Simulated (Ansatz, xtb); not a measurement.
Isomers of CH6Cl2GeSi in order of energy

7 gas-phase structures of CH6Cl2GeSi, from a drawn sample of its isomers (lower ones may exist). Each was relaxed with GFN2-xTB; where two conformers were screened, the lower at r2SCAN-D4/def2-SVP is listed:

A. `C[SiH2][GeH]([Cl])[Cl]`, a singlet
B. `[CH3][GeH2][SiH](Cl)Cl`, a singlet
C. `Cl[SiH2][CH2][GeH2][Cl]`, a singlet
D. `C[Si@H](Cl)[GeH2][Cl]`, a singlet
E. `[CH3][Ge]([SiH3])([Cl])[Cl]`, a singlet
F. `[CH3][Ge@H]([Cl])[SiH2]Cl`, a singlet
G. `[SiH3][CH2][GeH]([Cl])[Cl]`, a singlet

Task: Estimate their order in r2SCAN-D4/def2-SVP energy at these geometries, lowest first.

Result: Calculated order at r2SCAN-D4/def2-SVP: B (0.0), D (1.4), A (3.1), E (3.6), F (4.8), C (6.7), G (9.0) kcal/mol. Less than 1 kcal/mol parts A and E, so the order within that pair means little.

Energies above the lowest of each column, in kcal/mol; the last columns are at B3LYP-D3(BJ)/def2-SVP geometries and were run for some of them only (a dash: not run or not comparable):

| structure | GFN2-xTB | HF/STO-3G | r2SCAN-D4/def2-SVP | B3LYP-D3(BJ)/def2-SVP | CCSD(T)/def2-SVP + ΔMP2/def2-TZVPP |
| --- | --- | --- | --- | --- | --- |
| B | 16.3 | 4.4 | 0.0 | 0.0 | 0.0 |
| D | 10.2 | 1.3 | 1.4 | 0.3 | 2.0 |
| A | 2.3 | 1.1 | 3.1 | 2.6 | – |
| E | 0.0 | 0.0 | 3.6 | – | – |
| F | 7.6 | 3.5 | 4.8 | – | – |
| C | 15.7 | 9.0 | 6.7 | – | – |
| G | 11.8 | 9.5 | 9.0 | – | – |

CCSD(T)/def2-SVP + ΔMP2/def2-TZVPP puts B lowest of those it was run on; GFN2-xTB picks E, HF/STO-3G picks E. Flexible structures stand in one conformer each, not always the lowest. Frequencies (GFN2-xTB) were run for B, D alone. ΔMP2 is the change of the MP2 energy from the smaller to the larger basis.

Over these structures GFN2-xTB departs from r2SCAN-D4/def2-SVP by 5.5 kcal/mol on average once a common shift is removed. A GFN2-xTB relaxation took about 0.082 s and the r2SCAN-D4/def2-SVP energy about 2.8 s on a shared host (Ansatz 0.2.0, xtb 6.7.1).
